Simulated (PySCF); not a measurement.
Gas-phase reaction: HfCl3OH + 2 ClO → HfO2 + 4 Cl + HOCl

Energies from PySCF, thermal terms from the rigid-rotor harmonic-oscillator model, ideal gas at 1 bar. † marks an energy on the PBE0/def2-TZVP geometry and frequencies. Open shells (unrestricted): ClO (multiplicity 2), Cl (multiplicity 2); the rest are closed-shell singlets. Spin-orbit splitting is ignored; it lowers the true energy and changes the entropy of ClO, Cl. Hf: scalar-relativistic def2 core potential, no spin-orbit coupling. HfCl3OH: computed as isolated molecules; such fragments, hydroxides, amides, oligomers or adducts are transient or little studied in the gas.

r2SCAN/def2-TZVP† gives ΔH°(298 K) = 1076 kJ.

Q: What do PBE0/def2-QZVP†, BLYP/def2-TZVP†, ωB97X-V/def2-TZVP† give?

A: PBE0/def2-QZVP†: 1055 kJ; BLYP/def2-TZVP†: 980 kJ; ωB97X-V/def2-TZVP†: 1074 kJ. For scale, ΔH°(298 K) is 1076 kJ at this level, 1074 kJ at ωB97M-V/def2-TZVP†, and runs from 980 to 1201 kJ over the 12 levels computed.
